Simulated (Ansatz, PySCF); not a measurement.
Process, species as SMILES: COC + O (H2O) → 2 CO (CH4O) [methanol]
Structures are relaxed separately at B3LYP-D3(BJ)/def2-TZVP in Ansatz (a quantum-chemistry and plane-wave program).

Quantity: bond separation energy (enthalpy at 298 K, with B3LYP-D3(BJ) rigid-rotor harmonic-oscillator terms from PySCF), in kcal/mol. Valence correlation only, unless marked. No spin-orbit coupling. No relativistic terms. CBS(X,Y): correlation extrapolated as X^-3; Hartree-Fock from the larger set. The bracket is a focal-point correction in the basis named.

From measured enthalpies of formation at 298 K: 5.8 kcal/mol (COC -44.0, ATcT 1.112; CO (CH4O) -48.0, ATcT 1.112; O (H2O) -57.8, ATcT 1.112). It holds spin-orbit effects, which the calculations lack, and core correlation, which the frozen-core levels lack.

| level | program | bond separation energy (kcal/mol) | error against measurement |
|---|---|---|---|
| HF/STO-3G | Ansatz | 1.5 | -4.3 |
| HF/aug-cc-pVDZ | Ansatz | 3.7 | -2.1 |
| HF/cc-pwCVTZ | Ansatz | 3.6 | -2.2 |
| RI-HF/cc-pVQZ | Ansatz | 3.7 | -2.1 |
| BLYP-D3(BJ)/def2-TZVPD | Ansatz + dftd3 | 5.0 | -0.8 |
| BP86-D3(BJ)/def2-TZVPD | PySCF + dftd3 | 5.1 | -0.7 |
| r2SCAN/def2-TZVPD | Ansatz | 5.2 | -0.6 |
| r2SCAN-D3(BJ)/def2-TZVPD | Ansatz + dftd3 | 5.4 | -0.4 |
| B3LYP-D4/def2-TZVPD | Ansatz + dftd4 | 5.1 | -0.7 |
| PBE0-D3(BJ)/def2-TZVP | Ansatz + dftd3 | 4.7 | -1.1 |
| PBE0-D4/def2-TZVPD | Ansatz + dftd4 | 5.1 | -0.7 |
| PBE0/def2-TZVP | Ansatz | 4.3 | -1.5 |
| HSE06-D4/def2-TZVPD | Ansatz + dftd4 | 5.0 | -0.8 |
| CAM-B3LYP/def2-TZVPD | Ansatz | 4.6 | -1.2 |
| MP2/cc-pwCVTZ | Ansatz | 5.8 | 0.0 |
| RI-MP2/CBS(aug-cc-pVTZ,aug-cc-pVQZ) | Ansatz | 6.0 | 0.2 |
| CCSD/cc-pVTZ | Ansatz | 5.0 | -0.8 |
| CCSD(T)/STO-3G | Ansatz | 2.1 | -3.7 |
| CCSD(T)/cc-pVDZ | PySCF | 5.0 | -0.8 |
| RI-MP2/CBS(aug-cc-pVTZ,aug-cc-pVQZ)+[CCSD(T)-MP2]/aug-cc-pVDZ | Ansatz | 5.5 | -0.3 |
| RI-MP2/CBS(aug-cc-pVTZ,aug-cc-pVQZ)+[CCSD(T)-MP2]/aug-cc-pVTZ | Ansatz | 5.4 | -0.4 |
